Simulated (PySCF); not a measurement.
Computed with PBE-D3(BJ)/def2-TZVP // B3LYP-D3(BJ)/def2-TZVP in PySCF. Gas-phase values, no solvent. 

Reference species (SMILES): `Br[Si](Br)(Br)Br` (neutral, multiplicity 1).

HOMO: -7.41 eV
S1 oscillator strength: 0.000
LUMO: -2.68 eV

Changed species: `Br[SiH](Br)Br` (whole molecule; the reference has whole molecule).

Task: Give the shifts of the HOMO, S1 oscillator strength and LUMO.

Result: the HOMO goes up by 0.10 eV, to -7.31 eV; the S1 oscillator strength stays essentially unchanged; the LUMO goes up by 0.59 eV, to -2.09 eV.
